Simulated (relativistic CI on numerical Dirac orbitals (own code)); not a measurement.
**Tm3+: 4d photoemission**

Computed with this model: Dirac-Coulomb-Breit CI, orbitals from a KLI potential per configuration, a model potential for QED, valence Slater integrals scaled by 0.8, multiplet model of photoemission in the sudden approximation; configurations [Xe] 4f12 → [Kr] 4d9 4f12 5s2 5p6; 300 K; Lorentzian 0.7 eV and Gaussian 0.6 eV FWHM. Energies are those of the free ion, without screening or charge transfer. The energies are binding energies and can lie tens of eV above those of solids. S is read from ⟨S²⟩ = S(S + 1).

free ion: ground-state S = 0.99, centroid 223.24 eV. Peaks (eV, height): 212.5 (100), 215.5 (32), 216.7 (73), 219.8 (39), 221.2 (44), 222.9 (26), 226.2 (73), 229.8 (46), 231.3 (37), 234.7 (41), 236.9 (8), 239.5 (49).

Strongest unbroadened transitions for free ion:

| Energy (eV) | Relative strength |
| --- | --- |
| 212.40 | 100.0 |
| 212.92 | 18.6 |
| 213.41 | 22.8 |
| 214.63 | 16.4 |
| 216.73 | 76.2 |
| 219.33 | 10.3 |
| 219.83 | 29.5 |
| 221.18 | 29.8 |
| 221.45 | 12.4 |
| 222.81 | 14.9 |
| 226.14 | 54.3 |
| 226.65 | 11.4 |
| 227.76 | 15.3 |
| 229.77 | 44.8 |
| 231.36 | 36.5 |
| 233.50 | 11.2 |
| 234.76 | 44.3 |
| 239.51 | 53.4 |
